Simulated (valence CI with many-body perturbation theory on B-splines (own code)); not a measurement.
**Energy levels of Ni¹⁵⁺**

Calculated by configuration interaction combined with many-body perturbation theory (CI+MBPT): three valence electrons over a frozen Dirac-Fock core [Ne], radial functions for each j: 11 s, 11 p, 10 d, 8 f, 5 g, 2 h, with the one-electron correlation potential Σ1, the two-electron term Σ2, the three-electron term Σ3, Breit, model QED; selected CI, second order for the rest, scaled by the run's own slope (own B-spline code, finite nucleus).

No measured spectrum was set against this ion. As an estimate, levels of excited configurations hold to 0.05 to 0.15 % of their energy, terms of the ground configuration to about 0.5 %.

Levels 1 to 45 of 173, with energies above the lowest level, 3s2 3p 2P°_1/2. "Leading %" is the weight of the configuration and term that name the level; weights of strongly mixed levels are sums over their largest components and can fall short. In the jj column 3d3/2^4 stands for four electrons in 3d with j = 3/2. Lifetimes count E1, E2, E3, M1 and M2 decay at the calculated energies, and are blank where another channel may lead or the interval is too uncertain; long ones can be off by a factor of two.

| No. | Configuration | Term | J | E (cm⁻¹) | Leading % | Leading jj | Lifetime |
| --- | --- | --- | --- | --- | --- | --- | --- |
| 1 | 3s2 3p | 2P° | 1/2 | 0 | 97 | 3s^2 3p1/2 (97 %) |  |
| 2 | 3s2 3p | 2P° | 3/2 | 27774 | 97 | 3s^2 3p3/2 (97 %) | 5.17 ms |
| 3 | 3s 3p2 | 4P | 1/2 | 259340 | 98 | 3s 3p1/2^2 (56 %) | 13.2 ns |
| 4 | 3s 3p2 | 4P | 3/2 | 271250 | 99 | 3s 3p1/2 3p3/2 (92 %) | 73.7 ns |
| 5 | 3s 3p2 | 4P | 5/2 | 284840 | 96 | 3s 3p1/2 3p3/2 (51 %) | 16.6 ns |
| 6 | 3s 3p2 | 2D | 3/2 | 347080 | 86 | 3s 3p1/2 3p3/2 (65 %) | 300 ps |
| 7 | 3s 3p2 | 2D | 5/2 | 351230 | 84 | 3s 3p3/2^2 (47 %) | 421 ps |
| 8 | 3s 3p2 | 2S | 1/2 | 417860 | 65 | 3s 3p1/2^2 (41 %) | 38.5 ps |
| 9 | 3s 3p2 | 2P | 1/2 | 448530 | 65 | 3s 3p3/2^2 (57 %) | 26.5 ps |
| 10 | 3s 3p2 | 2P | 3/2 | 458280 | 95 | 3s 3p3/2^2 (62 %) | 20.5 ps |
| 11 | 3s2 3d | 2D | 3/2 | 539910 | 86 | 3s^2 3d3/2 (86 %) | 19.7 ps |
| 12 | 3s2 3d | 2D | 5/2 | 543170 | 86 | 3s^2 3d5/2 (86 %) | 22.2 ps |
| 13 | 3p3 | 2D° | 3/2 | 662720 | 59 | 3p1/2^2 3p3/2 (50 %) | 124 ps |
| 14 | 3p3 | 2D° | 5/2 | 669930 | 69 | 3p1/2 3p3/2^2 (69 %) | 198 ps |
| 15 | 3p3 | 4S° | 3/2 | 678560 | 86 | 3p1/2 3p3/2^2 (75 %) | 25.9 ps |
| 16 | 3s 3p 3d | 4F° | 3/2 | 733820 | 97 | 3s 3p1/2 3d3/2 (82 %) | 1.46 ns |
| 17 | 3p3 | 2P° | 1/2 | 739680 | 81 | 3p1/2 3p3/2^2 (81 %) | 50.1 ps |
| 18 | 3s 3p 3d | 4F° | 5/2 | 739810 | 98 | 3s 3p1/2 3d3/2 (40 %) | 1.54 ns |
| 19 | 3p3 | 2P° | 3/2 | 746460 | 68 | 3p3/2^3 (61 %) | 50.9 ps |
| 20 | 3s 3p 3d | 4F° | 7/2 | 748650 | 98 | 3s 3p1/2 3d5/2 (45 %) | 1.66 ns |
| 21 | 3s 3p 3d | 4F° | 9/2 | 761430 | 100 | 3s 3p3/2 3d5/2 (100 %) |  |
| 22 | 3s 3p 3d | 4P° | 5/2 | 788230 | 62 | 3s 3p1/2 3d5/2 (87 %) | 30.2 ps |
| 23 | 3s 3p 3d | 4D° | 3/2 | 791180 | 62 | 3s 3p1/2 3d3/2 (44 %) | 24.4 ps |
| 24 | 3s 3p 3d | 4D° | 1/2 | 792870 | 88 | 3s 3p1/2 3d3/2 (64 %) | 21.1 ps |
| 25 | 3s 3p 3d | 4D° | 7/2 | 807030 | 97 | 3s 3p3/2 3d5/2 (68 %) | 22.0 ps |
| 26 | 3s 3p 3d | 4D° | 5/2 | 808140 | 68 | 3s 3p3/2 3d3/2 (62 %) | 23.5 ps |
| 27 | 3s 3p 3d | 4P° | 1/2 | 808330 | 89 | 3s 3p3/2 3d3/2 (96 %) | 31.2 ps |
| 28 | 3s 3p 3d | 4P° | 3/2 | 808610 | 62 | 3s 3p3/2 3d3/2 (84 %) | 27.3 ps |
| 29 | 3s 3p 3d | 2D° | 3/2 | 822430 | 76 | 3s 3p3/2 3d5/2 (34 %) | 24.1 ps |
| 30 | 3s 3p 3d | 2D° | 5/2 | 823580 | 68 | 3s 3p3/2 3d5/2 (62 %) | 25.6 ps |
| 31 | 3s 3p 3d | 2F° | 5/2 | 850110 | 95 | 3s 3p1/2 3d5/2 (48 %) | 48.9 ps |
| 32 | 3s 3p 3d | 2F° | 7/2 | 871810 | 99 | 3s 3p3/2 3d5/2 (65 %) | 45.5 ps |
| 33 | 3s 3p 3d | 2P° | 3/2 | 920070 | 73 | 3s 3p1/2 3d3/2 (36 %) | 16.3 ps |
| 34 | 3s 3p 3d | 2P° | 1/2 | 932710 | 87 | 3s 3p3/2 3d5/2 (74 %) | 19.2 ps |
| 35 | 3s 3p 3d | 2F° | 7/2 | 934470 | 97 | 3s 3p3/2 3d5/2 (44 %) | 17.0 ps |
| 36 | 3s 3p 3d | 2F° | 5/2 | 938450 | 96 | 3s 3p3/2 3d3/2 (69 %) | 16.2 ps |
| 37 | 3s 3p 3d | 2P° | 1/2 | 958480 | 90 | 3s 3p3/2 3d3/2 (67 %) | 13.3 ps |
| 38 | 3s 3p 3d | 2D° | 3/2 | 960350 | 55 | 3s 3p3/2 3d5/2 (44 %) | 12.6 ps |
| 39 | 3s 3p 3d | 2P° | 3/2 | 964330 | 65 | 3s 3p3/2 3d5/2 (40 %) | 12.7 ps |
| 40 | 3s 3p 3d | 2D° | 5/2 | 964610 | 83 | 3s 3p3/2 3d5/2 (61 %) | 11.1 ps |
| 41 | 3p2 3d | 2F | 5/2 | 1100700 | 86 | 3p1/2 3p3/2 3d3/2 (59 %) | 137 ps |
| 42 | 3p2 3d | 4F | 3/2 | 1103500 | 91 | 3p1/2^2 3d3/2 (56 %) | 51.5 ps |
| 43 | 3p2 3d | 2F | 7/2 | 1110100 | 76 | 3p1/2 3p3/2 3d3/2 (36 %) | 108 ps |
| 44 | 3p2 3d | 4F | 5/2 | 1110700 | 90 | 3p1/2 3p3/2 3d3/2 (52 %) | 50.9 ps |
| 45 | 3p2 3d | 4F | 7/2 | 1120400 | 87 | 3p1/2 3p3/2 3d5/2 (77 %) | 50.7 ps |

Names give the largest LS component (configuration and term), which can be under half, so a name can repeat, a term be missing and a line seem to break the LS rules; names also repeat where a configuration has a term twice.

Where two levels of one J and parity lie close, their mixing, g and order are uncertain.

The ionisation energy to 3s2 1S_0 of the next ion comes out as 498.61 eV (NIST: 495.4 ± 1.7 eV (semi-empirical)). All 173 levels together are meant to be complete up to 2252300 cm⁻¹.
